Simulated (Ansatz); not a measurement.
Two isomers of CH8Si2Te: A = `[SiH3]C[SiH2][TeH]`, B = `C[Te][SiH2][SiH3]`.

Program: Ansatz. Geometries: PBE0-D4/def2-TZVP. ΔE: electronic, gas phase. CCSD(T)/CBS is the MP2 limit (def2-TZVPP, def2-QZVPP) plus CCSD(T) − MP2 in def2-TZVPP, frozen cores. Functionals use def2-TZVPP. B3LYP here is the variant with VWN-RPA as its local correlation; programs differ in this. Elements past krypton have def2 core potentials. For Te outer-core shells are correlated without core-valence functions, which leaves a few kJ/mol of doubt a bond. One conformer a species, not always the lowest.

Task: Which is lower in electronic energy at CCSD(T)/CBS, and by how much? (An estimate is asked.)

Result: Computed: A, by 33.7 kJ/mol.

Task: Give E(B) − E(A) in kJ/mol with r2SCAN-D4, B3LYP-D4, MP2/def2-TZVPP, PBE0-D4, ωB97M-V, PBE-D4, CCSD(T)/def2-TZVPP. (Best estimate.)

Result: Ansatz gave: r2SCAN-D4 33.2, B3LYP-D4 31.7, MP2/def2-TZVPP 40.8, PBE0-D4 29.6, ωB97M-V 44.5, PBE-D4 22.8, CCSD(T)/def2-TZVPP 36.1. None reverses the order clearly.

Largest T1 diagnostic: 0.011.

From PBE to PBE0 (25 % exact exchange), in def2-TZVPP and without D4, E(B) − E(A) moves by +7.1 kJ/mol.
